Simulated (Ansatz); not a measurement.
Abridged output of a molecular run in Ansatz:

```
Functional definition: HF
963 factors; integrals over basis functions are off by at most 1.5e-3 eV
mean field evaluation 1: about -9970.7406 eV, gradient 2.6e1 eV
mean field evaluation 2: about -9970.8414 eV, gradient 2.6e1 eV
mean field evaluation 4: about -9972.8575 eV, gradient 3.0e0 eV
mean field evaluation 8: about -9972.8964 eV, gradient 2.6e-1 eV
mean field -9972.89696743 eV, -366.4972036806 hartree, gradient 2.0e-6 eV, S^2 0.000000; 0 other end points of the search recorded, 0 dependent functions left out
7 core orbitals not correlated: weight in the atoms' cores, before any rotation towards them, 1.000 or more for the frozen orbitals, at most 0.000 for the correlated occupied ones
reference -9972.89696743 eV, -366.4972036806 hartree; 16, 16 occupied and 65, 65 virtual orbitals, 963 factors
second order -14.60834469 eV of doubles, -0.00000000 eV of singles
cycle   1  -15.07596883 eV  change   -4.7e-1 eV  update   1.0e-1
cycle   2  -15.52153601 eV  change   -4.5e-1 eV  update   3.3e-2
cycle   3  -15.63881283 eV  change   -1.2e-1 eV  update   1.7e-2
cycle   4  -15.63931381 eV  change   -5.0e-4 eV  update   4.4e-3
cycle   5  -15.63831455 eV  change    1.0e-3 eV  update   1.8e-3
cycle   6  -15.63859785 eV  change   -2.8e-4 eV  update   5.0e-4
cycle   7  -15.63854555 eV  change    5.2e-5 eV  update   2.4e-4
cycle   8  -15.63851686 eV  change    2.9e-5 eV  update   8.6e-5
cycle   9  -15.63853501 eV  change   -1.8e-5 eV  update   3.9e-5
perturbative correction -0.47680222 eV, -0.0175221585 hartree
Total energy: -9989.01230466 eV, -367.0894314006 hartree
```

Its atoms:

```xyz
8

C     1.465   -0.107    0.309
C     0.185   -0.365    0.548
F    -0.116   -1.134    1.624
In   -1.455    0.346   -0.652
H     2.258   -0.491    0.945
H     1.737    0.504   -0.542
H    -1.008    1.320   -1.999
H    -3.066   -0.072   -0.235
```

(1) Which basis set was used?
A. def2-TZVPPD
B. def2-SVPD
C. cc-pV(T+d)Z
D. def2-SVP

(2) Write the keys of the input that set method, charge and spin (a neutral closed shell needs none for the last two).

## Answers

(1) D. It gives 88 functions.

(2) 
```yaml
correlation: {method: ccsd_t}
```
